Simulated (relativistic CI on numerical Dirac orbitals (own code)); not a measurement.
## Pd4+: L-alpha,beta X-ray emission

Computed with this model: Dirac-Coulomb-Breit CI, separate exchange-only KLI orbitals for each configuration, a model potential for QED, valence Slater integrals scaled by 0.8, multiplet model of X-ray emission after core ionisation; configurations [Kr] 4d6 → [He] 2s2 2p5 3s2 3p6 3d10 4s2 4p6 4d6 → [Ar] 3d9 4s2 4p6 4d6; 300 K; Lorentzian 2.8 eV and Gaussian 0.6 eV FWHM. Energies are those of the free ion, without screening or charge transfer. S is read from ⟨S²⟩ = S(S + 1).

Field parameters in Wybourne normalisation: D4h B²₀ = −7Ds, B⁴₀ = 21(Dq − Dt), B⁴₄ = 21√(5/14) Dq. The field is a parameter set, without covalency.

free ion: ground-state S = 1.98, centroid 2891.87 eV. Peaks (eV, height): 2840.4 (100), 2992.8 (39).

D4h, 10Dq = 40600, Ds = -1500, Dt = -230 cm⁻¹: ground-state S = 0.03, centroid 2891.90 eV. Peaks (eV, height): 2840.6 (100), 2993.0 (44).

Strongest unbroadened transitions for D4h, 10Dq = 40600, Ds = -1500, Dt = -230 cm⁻¹:

| Energy (eV) | Relative strength |
| --- | --- |
| 2835.31 | 4.7 |
| 2840.41 | 96.4 |
| 2840.58 | 99.7 |
| 2840.59 | 100.0 |
| 2990.66 | 4.6 |
| 2991.25 | 4.4 |
| 2991.36 | 3.8 |
| 2991.71 | 4.2 |
| 2992.08 | 6.5 |
| 2992.77 | 21.1 |
| 2992.83 | 11.5 |
| 2992.90 | 3.8 |
| 2992.96 | 19.7 |
| 2992.98 | 4.3 |
| 2993.08 | 10.4 |
| 2993.19 | 7.2 |
| 2993.39 | 4.3 |
| 2994.07 | 5.1 |
